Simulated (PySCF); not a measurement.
CBr₃, charge +1, multiplicity 1. Atoms are numbered in the order given.

```xyz
4

Br    -1.8176     0.0000     0.0000
C      0.0000     0.0000     0.0000
Br     0.9088    -1.5741     0.0000
Br     0.9088     1.5741     0.0000
```
Charge +1, spin multiplicity 1.

Geometry optimised at TPSSh-D3(BJ)/def2-SVP. The spin state was assumed, not searched. The isomer is the one that the SMILES or the coordinates give; other isomers of the formula were not compared.

Computed with ωB97X/def2-TZVP run with PySCF.

Symmetry labels are those of the subgroup C2v that the program uses (full group D3h).

Q: List the valence orbital energies around the gap with their symmetry. (The exact figures need the calculation; the answer reports its results.)

A: 
```csv
orbital,symmetry,energy (eV)
HOMO−7,A1,-21.53
HOMO−6,B1,-21.53
HOMO−5,B2,-20.25
HOMO−4,B1,-17.39
HOMO−3,A1,-17.39
HOMO−2,B2,-16.98
HOMO−1,A2,-16.98
HOMO,B1,-16.33
LUMO,B2,-7.58
LUMO+1,A1,-4.90
LUMO+2,A1,-2.61
LUMO+3,B1,-2.61
```
